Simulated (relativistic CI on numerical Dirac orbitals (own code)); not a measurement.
These numbers are calculated, not measured: Dirac-Coulomb-Breit CI, KLI orbitals optimised for each configuration, model QED, valence Slater integrals scaled by 0.85, P86 correlation estimate, and configurations built on the next ion tied to the tabulated ionisation energy (semi-empirical) (own radial code, finite nucleus).

Configurations in the expansion (outside the closed core [Ar]): 3d2 4s, 3d3, 3d 4s2, 3d2 4p, 3d2 4d, 3d2 5s, 3d2 4f, 3d 4s 4p, 4s 4p2, 3d 4p2, 3d2 5p, 3d 4s 5p, 3d2 6s, 3d2 5d, 4s2 4p, 3d2 6p, 3d2 5f, 3d2 5g, 3d2 6d, 3d 4s 6s, 3d 4s 5d, 3d2 6f, 3d 4s 6p, 3d 4s 5s. Levels of other configurations are missing.

Configurations that consist of the next ion and one excited electron were tied to the tabulated ionisation energy; Rydberg ones are usually within 1,000 to 3,000 cm⁻¹ and the lowest ones within about 6,000 (9,000 in d shells), while levels on excited terms of the next ion carry the error of that term, and the other configurations can be misplaced by 10,000 cm⁻¹ or more. Rates follow the energies as ν³ (E1, M1) or ν⁵ (E2), so rates, branching and lifetimes can be off by large factors. The fine structure of a lone outer electron comes out too small, for d and f at times inverted, and misplaced configurations move strength between like terms. 48 of the 52 excited levels that our extract of the measured tables holds in this range could be paired (the sources list more); they are missed by 2048 cm⁻¹ on average and 5357 at most, and levels without a partner can miss by more.

Outline of the computed level scheme of Ti II. Lowest level of each configuration: 3d2 4s 4F_3/2 at 0.0000 eV; 3d3 4F_3/2 at 0.5292 eV; 3d 4s2 2D_3/2 at 3.2108 eV; 3d2 4p 4G°_5/2 at 3.8160 eV.

Some strong electric-dipole decays among the lowest 45 levels: 3d2 4p 4G°_11/2 → 3d2 4s 4F_9/2 (2.3e+08 s⁻¹); 3d2 4p 4F°_9/2 → 3d2 4s 4F_9/2 (2.2e+08 s⁻¹); 3d2 4p 4G°_9/2 → 3d2 4s 4F_7/2 (2.1e+08 s⁻¹); 3d2 4p 4G°_7/2 → 3d2 4s 4F_5/2 (1.9e+08 s⁻¹); 3d2 4p 4G°_5/2 → 3d2 4s 4F_3/2 (1.9e+08 s⁻¹); 3d2 4p 4F°_3/2 → 3d2 4s 4F_3/2 (1.9e+08 s⁻¹); 3d2 4p 4F°_7/2 → 3d2 4s 4F_7/2 (1.8e+08 s⁻¹); 3d2 4p 4F°_5/2 → 3d2 4s 4F_5/2 (1.6e+08 s⁻¹).

Rates of lines that live on the mixing of spin multiplicities can be off by large factors.

LS names give the leading component of a level, which can be under half, so a name can repeat, a term be missing and a line seem to break the LS rules.
